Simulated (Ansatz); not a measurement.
# Worked example: C2H3BrF2 + GeH2(CH3)I → C2H3F2I + GeH2(CH3)Br

Species: C2H3BrF2 `FCC(F)Br`, singlet; GeH2(CH3)I, singlet; C2H3F2I `FCC(F)I`, singlet; GeH2(CH3)Br, singlet. The partners trade Br for I: C–Br and Ge–I bonds give way to C–I and Ge–Br.

Shapes, held fixed at every level: PBE0-D4/def2-TZVP. Flexible molecules stand in one conformer, not always the lowest. Programs: Ansatz 0.2.0. Electronic energies: no zero-point or thermal term.

At CCSD(T)/def2-TZVPP; 1 Eh = 2625.50 kJ/mol:

| species | energy (Eh) |
| --- | --- |
| C2H3BrF2 | -2850.047770 |
| GeH2(CH3)I | -2413.827914 |
| C2H3F2I | -574.479419 |
| GeH2(CH3)Br | -4689.399232 |

Task: Work out ΔE of the reaction at this level.

Result: 
1. Products less reactants: (-574.479419) + (-4689.399232) − [(-2850.047770) + (-2413.827914)] = -0.002967 Eh = -7.8 kJ/mol.

Other levels give -7.6 (r2SCAN-D4/def2-TZVPP) to -5.5 kJ/mol (wB97X-V/def2-TZVPP). No measured value is set beside it here. For atoms past krypton def2 sets carry core potentials with scalar relativity. Relativity is left out for Br, Ge. Outer-core shells of Br, Ge, I are correlated in most correlated rows, in sets that cover them unevenly.
